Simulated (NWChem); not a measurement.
**C2H6AlCl in NWChem**

SMILES: [CH3][Al]([CH3])[Cl]
```xyz
10

Al     0.2192    -0.2528     0.2233
C      2.0239    -0.6655    -0.4168
H      2.4251    -1.6027     0.0213
H      2.7218     0.1531    -0.1338
H      2.0642    -0.7473    -1.5224
C     -0.6193    -0.9531     1.8491
H     -1.3074    -1.7880     1.5907
H     -1.2335    -0.1852     2.3628
H      0.1227    -1.3522     2.5712
Cl    -0.9453     1.0895    -0.9639
```
Charge 0, spin multiplicity 1.

The numbers come from NWChem runs, not from measurements. All single points use one geometry, from PBE/def2-SVP, a minimum by its harmonic frequencies.

Symmetry labels belong to the abelian group C1 used in the runs, with the axes of the coordinates shown.

B3LYP has NWChem's definition, with VWN1-RPA local correlation. The structure started from a generated list of species.

List the lowest 3 singlet excitations that TD-B3LYP/def2-SVP, VWN1-RPA local correlation gives, with oscillator strengths.


| state | symmetry | energy (eV) | wavelength (nm) | f |
|---|---|---|---|---|
| 1 | a | 5.58 | 222 | 0.000 |
| 2 | a | 6.68 | 186 | 0.000 |
| 3 | a | 6.80 | 182 | 0.194 |
